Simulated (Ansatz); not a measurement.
`F[SiH2][SiH3]` + `O[SiH3]` → `[SiH3]O[SiH2][SiH3]` + H–F at 298.15 K and 1 bar (ligand exchange at the Si–F bond).

Computed with Ansatz on PBE0-D4/def2-TZVP structures; ΔE is electronic, products minus reactants. CCSD(T)/CBS is the MP2 limit (def2-TZVPP, def2-QZVPP) plus CCSD(T) − MP2 in def2-TZVPP, frozen cores. This one scheme is used for every species. Each species was taken in one conformer, which may not be the lowest.

| species | CCSD(T)/CBS energy (Eh) | H − E (kJ/mol) | S (J/(mol·K)) |
| --- | --- | --- | --- |
| `F[SiH2][SiH3]` | -681.00067 | 133.6 | 311.5 |
| `O[SiH3]` | -366.69042 | 113.6 | 257.8 |
| `[SiH3]O[SiH2][SiH3]` | -947.28799 | 213.1 | 394.6 |
| H–F | -100.39570 | 33.5 | 173.6 |

H − E and S are ideal-gas, rigid-rotor, harmonic terms from PBE0-D4/def2-TZVP, for one conformer and one mirror image of each species. 1 Eh = 2625.50 kJ/mol, R = 8.31446 J/(mol·K).

Task: By hand: ΔE, ΔH, ΔS and ΔG.

Result: ΔE = (-947.28799) + (-100.39570) − (-681.00067) − (-366.69042) = 0.00740 Eh = 19.4 kJ/mol. Δ(H − E) = 213.1 + 33.5 − 133.6 − 113.6 = -0.6, so ΔH = 18.8 kJ/mol. ΔS = 394.6 + 173.6 − 311.5 − 257.8 = -1.1 J/(mol·K). ΔG = 18.8 − 298.15 × (-1.1)/1000 = 19.1 kJ/mol.

Task: By hand: the equilibrium constant, and the temperature at which ΔG would vanish if ΔH and ΔS stayed fixed.

Result: log₁₀ K = −ΔG/(RT ln 10) = -3.3. ΔH and −TΔS have one sign here, so there is no such temperature. One of them is within its doubt of zero, so this could turn.

The number of gas molecules stays the same, so ΔS is small and ΔH decides. A doubt of 5 kJ/mol in ΔE shifts log₁₀ K by 0.9 here. Other conformers and mirror images would add mixing entropy, several J/(mol·K) or more a flexible species. Modes under 60 cm⁻¹, often nearly free rotors, make the harmonic entropy too high. These are equilibria of isolated gas molecules and say nothing of rates. Largest T1 diagnostic: 0.012 (customary marks: 0.02 for closed shells, 0.045 for open ones).
